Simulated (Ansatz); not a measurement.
Two structures of BH3SOF2, singlet, reached by relaxing down either side of one saddle point (PBE0-D4/def2-TZVP). Energies are electronic, without zero-point energy. Program: Ansatz 0.2.0. Basis: def2-TZVPP and def2-QZVPP. Cores are frozen in the correlated methods. Extrapolation: Hartree–Fock as exp(−7.88 √X), correlation as X^−2.97. First:

B1  (-0.342, 0.908, -0.580)
O2  (0.779, 0.904, -1.328)
F3  (-1.486, 0.383, -1.006)
F4  (-0.341, 1.545, 0.578)
H5  (1.117, -0.929, 1.720)
S6  (0.330, -1.741, 0.997)
H7  (0.681, 0.415, -2.148)
H8  (-0.738, -1.484, 1.768)
(Å)

Second:

```
8
angstrom
B -0.6454 0.2087 -0.0391
O 1.0436 0.3783 -0.5875
F -1.2565 0.0087 -1.2306
F -0.8563 1.3941 0.5486
H 1.4393 -0.4729 -0.3510
S -0.5694 -1.3210 1.0507
H 1.0565 0.4584 -1.5502
H -0.2117 -0.6544 2.1590
```

(1) Which bonds change from the first to the second?

(2) Give the saddle point's structure and its height above each. (To be estimated.)

The T1 diagnostic stays at or below 0.013.

## Answers

(1) BHOF₂ ([OH][B]([F])[F]) + H₂S → BHSF₂ ([F][B]([F])[SH]) + H₂O (still joined by a long B–O bond); bonds formed: B1–S6, O2–H5; bonds broken: H5–S6; bonds weakened to dative contacts: B1–O2.

(2) By the calculation: 1.354 eV above the first and 0.700 eV above the second (CCSD(T) at an estimated basis limit (MP2 extrapolated from triple and quadruple zeta, plus CCSD(T) − MP2 in triple zeta)).
```csv
atom,x (Å),y (Å),z (Å)
B1,-0.5348,0.3911,-0.2288
O2,0.9419,0.4395,-0.5649
F3,-1.2851,0.0889,-1.3072
F4,-0.9303,1.4152,0.5364
H5,0.9226,-0.6412,0.1010
S6,-0.2580,-1.3472,0.9249
H7,1.0979,0.3323,-1.5111
H8,0.0459,-0.6786,2.0497
```

Labels in which every atom is bracketed show which atoms are joined, not bond orders.

For scale, one of the runs: CCSD(T)/def2-TZVPP, 208 basis functions, launched by `ansatz run in.yaml --threads 4 --pin off --events-out ev --progress --plain --max-ram 9574MiB`. Hardware: 4 CPU threads of an Intel Xeon, shared host. Wall time 89 s; peak host memory 3 GiB.
